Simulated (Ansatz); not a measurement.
CH6OSi2 can be A, `[SiH3][SiH]1CO1`, or B, `[SiH3]C1O[SiH2]1`.

Isolated molecules relaxed with PBE0-D4/def2-TZVP in Ansatz; ΔE leaves out vibrations. CCSD(T)/CBS adds triple-zeta CCSD(T) − MP2 to the extrapolated MP2 energy (def2 sets, frozen cores). DFT in def2-TZVPP. B3LYP here is the variant with VWN-RPA as its local correlation; programs differ in this.

A:

```xyz
10

Si    0.648    0.729   -1.522
Si   -0.227   -0.759    0.042
C    -0.713   -0.220    1.705
O     0.586   -0.861    1.503
H     1.864    0.162   -2.164
H    -0.369    0.992   -2.576
H     0.992    1.999   -0.834
H    -0.751   -2.046   -0.482
H    -0.636    0.819    2.019
H    -1.394   -0.815    2.310
```

B:

```xyz
10

Si   -0.1843    1.3387   -0.7726
C     0.5427    0.0924    0.4105
O     1.0942   -1.1287   -0.2534
Si   -0.1901   -1.5343    0.7156
H    -0.8436    2.4142    0.0166
H     0.8615    1.9455   -1.6384
H    -1.1923    0.6657   -1.6331
H     1.2256    0.4771    1.1704
H    -1.4336   -1.9676    0.0447
H     0.1200   -2.3030    1.9397
```

Task: Which isomer does CCSD(T)/CBS put lower? Give the gap. (Best estimate.)

Result: Computed: A, by 1.7 kJ/mol. So small a gap doesn't settle the order.

Task: Give E(B) − E(A) in kJ/mol with CCSD(T)/def2-TZVPP, BLYP-D4, CCSD/def2-TZVPP, r2SCAN-D4, B2PLYP, B3LYP-D4, PBE-D4. (Best estimate.)

Result: Ansatz gave: CCSD(T)/def2-TZVPP 2.5, BLYP-D4 5.8, CCSD/def2-TZVPP 2.1, r2SCAN-D4 8.3, B2PLYP 2.3, B3LYP-D4 4.7, PBE-D4 15.7. None reverses the order clearly.

Task: Does the order hold for the free energy at 298.15 K (harmonic terms from PBE0-D4)? (An estimate is asked.)

Result: Ansatz gave: Too close to call: G(B) − G(A) = -1.9 kJ/mol.

Largest T1 diagnostic: 0.015.

From PBE to PBE0 (25 % exact exchange), in def2-TZVPP and without D4, E(B) − E(A) moves by −3.1 kJ/mol. Leaving LDA and LC-ωPBE aside and taking each functional with its dispersion term where it has one, the values, not all of them listed here, spread over 17.0 kJ/mol, from ωB97M-V to PBE-D4. LDA lies −3.7 kJ/mol from PBE without D4.
